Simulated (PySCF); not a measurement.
**[Yb(NH3)]3+ at several levels of theory**

Computed with PySCF 2.14.0 (density fitting, no spin-orbit coupling) at the geometry relaxed with r2SCAN:

```xyz
5
[Yb(NH3)]3+ (singlet in the valence; each metal's 4f electrons, 13 of them, lie in its core potential, out of spins and levels)
Yb    0.0000    0.0000   -0.1134
N     0.0000    0.0000    2.1531
H     0.9419    0.0000    2.6191
H    -0.4710    0.8157    2.6191
H    -0.4709   -0.8158    2.6191
```

```json
{"level": "r2SCAN", "basis": "Yb lcecp-1-SVP with ECP59, N def2-SVP, H def2-SVP", "state": "singlet", "HOMO (eV)": "-27.15", "gap (eV)": "6.41", "charge on Yb1 (e)": "2.45", "population of f-type functions on Yb1 (polarisation alone where 4f lies in the core)": "0.01", "dipole about the centre of mass (D)": "4.21", "largest force component (eV/Å)": "0.01"}
{"level": "HF", "basis": "the same", "state": "singlet", "HOMO (eV)": "-31.73", "gap (eV)": "14.41", "charge on Yb1 (e)": "2.58", "population of f-type functions on Yb1 (polarisation alone where 4f lies in the core)": "0.01", "dipole about the centre of mass (D)": "3.38", "largest force component (eV/Å)": "1.33"}
{"level": "TPSS", "basis": "the same", "state": "singlet", "HOMO (eV)": "-27.00", "gap (eV)": "5.67", "charge on Yb1 (e)": "2.42", "population of f-type functions on Yb1 (polarisation alone where 4f lies in the core)": "0.01", "dipole about the centre of mass (D)": "4.36", "largest force component (eV/Å)": "0.23"}
{"level": "PBE0", "basis": "the same", "state": "singlet", "HOMO (eV)": "-28.36", "gap (eV)": "7.89", "charge on Yb1 (e)": "2.45", "population of f-type functions on Yb1 (polarisation alone where 4f lies in the core)": "0.01", "dipole about the centre of mass (D)": "4.19", "largest force component (eV/Å)": "0.08"}
{"level": "revPBE", "basis": "the same", "state": "singlet", "HOMO (eV)": "-26.94", "gap (eV)": "5.38", "charge on Yb1 (e)": "2.40", "population of f-type functions on Yb1 (polarisation alone where 4f lies in the core)": "0.01", "dipole about the centre of mass (D)": "4.49", "largest force component (eV/Å)": "0.31"}
```

In the lcecp rows the 4f levels are missing from HOMO and gap, and the state counts the valence alone.

Charges are Mulliken's, which hang on the basis. The relaxation used the grid (50, 194), these runs (75, 302) or, all-electron (x2c bases, spin-free X2C Hamiltonian), (99, 590).

(1) What does r2SCAN with Yb lcecp-1-TZVP with ECP59, N def2-TZVP, H def2-TZVP give here?

No frequency check is given that shows the relaxed geometry to be a minimum. An lcecp potential fixes the number of 4f electrons, so in runs with it no electron can move into or out of that shell.

Results:

(1) state singlet, HOMO (eV) -27.06, gap (eV) 6.21, charge on Yb1 (e) 2.56, population of f-type functions on Yb1 (polarisation alone where 4f lies in the core) 0.01, dipole about the centre of mass (D) 4.28, largest force component (eV/Å) 0.32. Time: 7.6 s on 2 threads of Arm Neoverse V1, with other jobs on the host, from free ions and atoms.
